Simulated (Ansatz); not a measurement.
Two members of one family (Same ligands, another metal), computed with Ansatz in the gas phase; def2 core potentials for Hf, no spin–orbit coupling. Binding counts from free atoms in the multiplicity of their measured ground term, without zero-point energy. A dash marks a value that wasn't run or was left out as unsound. The structures are stationary points that may keep the symmetry of their start. Remarks come from the PBE and PBE0 runs and from stability tests at other levels; not every state was tested. HOMO above LUMO (over both spins in singlets and doublets, within one spin in higher multiplets; at PBE or PBE0), or a gap under 0.15 eV within one spin, warns that the state may not be the lowest or that an electron is smeared out.

First: TiCl4 (singlet, charge 0, PBE-D4/def2-SVP geometry).

```xyz
5

Ti    0.000    0.000    0.000
Cl   -0.455    1.873   -1.003
Cl    2.154   -0.261    0.104
Cl   -0.876   -1.648   -1.112
Cl   -0.823    0.036    2.010
```

```
               level  HOMO (eV)  LUMO (eV)  gap (eV)  vertical IE (eV)  vertical triplet (eV)  binding per atom (eV)
    PBE-D4/def2-TZVP      -8.26      -4.61      3.65             10.91                   3.81                      –
 r2SCAN-D4/def2-TZVP      -8.65      -4.66      4.00             11.22                   3.84                      –
  PBE0-D4/def2-TZVPD      -9.66      -3.86      5.80                 –                      –                   3.62
r2SCAN0-D4/def2-TZVP      -9.90      -3.83      6.07             11.69                      –                   3.54
   ωB97M-V/def2-TZVP     -11.81      -1.70     10.11                 –                      –                   3.51
```

Metal–donor distances: 4 × Cl 2.17 Å. Remarks: gap within one spin near zero at PBE or PBE0 (+1 doublet), gap within one spin near zero at PBE or PBE0 (triplet).

Second: HfCl4 (singlet, charge 0, PBE-D4/def2-SVP geometry).

```xyz
5

Hf    0.000    0.000    0.000
Cl   -0.464   -1.570    1.668
Cl    0.733    1.989    0.985
Cl   -1.936    0.413   -1.241
Cl    1.667   -0.832   -1.411
```

Problem. Estimate how these quantities change from the first to the second (second minus first).

Solution. 
```
               level  Δ HOMO (eV)  Δ LUMO (eV)  Δ gap (eV)  Δ vertical IE (eV)  Δ vertical triplet (eV)  Δ binding per atom (eV)
    PBE-D4/def2-TZVP        -0.06         1.56        1.62               -0.03                     1.54                        –
 r2SCAN-D4/def2-TZVP        -0.07         1.73        1.80               -0.01                     1.75                        –
  PBE0-D4/def2-TZVPD        -0.07         1.54        1.61                   –                        –                     0.55
r2SCAN0-D4/def2-TZVP        -0.09         1.65        1.74                   –                        –                     0.60
   ωB97M-V/def2-TZVP        -0.12         1.56        1.68                   –                        –                     0.65
```

Metal–donor distances: 4 × Cl 2.34 Å. Remarks: gap within one spin near zero at PBE or PBE0 (+1 doublet), gap within one spin near zero at PBE or PBE0 (triplet).
